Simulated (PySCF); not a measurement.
## Dipole response of F⁺ (fluorine, charge +1)

[He] 2s2 2p4, high-spin 3P determinant. All numbers are calculated (PySCF 2.14, scalar relativity by spin-free X2C-1e, in aug-cc-pVDZ-DK (4s3p2d, 23 functions)). Coupled (time-dependent) response in atomic units; α is the mean over directions. A double-zeta set is small for polarisabilities.

```csv
method,mean α (bohr³),"α xx, yy, zz",C₆ (like pair),S(−4)
UHF,1.668,"1.742, 1.521, 1.742",3.104,1.127
PBE,1.759,"1.807, 1.664, 1.807",3.322,1.302
PBE0,1.727,"1.782, 1.616, 1.782",3.250,1.228
TPSSh,1.733,"1.784, 1.630, 1.784",3.289,1.203
TPSS,1.745,"1.793, 1.647, 1.793",3.319,1.226
```

S(−4) is the Cauchy moment in α(ω) = α(0) + S(−4) ω² + …

α(iu) at PBE0:

```
u (hartree)  α(iu) (bohr³)
          0          1.727
     0.0500          1.724
      0.100          1.715
      0.200          1.680
      0.300          1.628
      0.500          1.491
      0.750          1.303
       1.00          1.127
       1.50         0.8399
       2.00         0.6324
       3.00         0.3811
       5.00         0.1747
```

A single London oscillator, α(iu) = α/(1 + u²/ω²), gives C₆ = (3/4) ω α². Matching the computed C₆ needs ω = 4 × 3.250 / (3 × 1.727²) = 1.45 hartree.

For an ion, C₆ is the dispersion term alone; charge-induced terms of lower order in 1/R come first.

The components differ because the open shell of this determinant is not spherical; for a pure term their mean is the scalar polarisability.
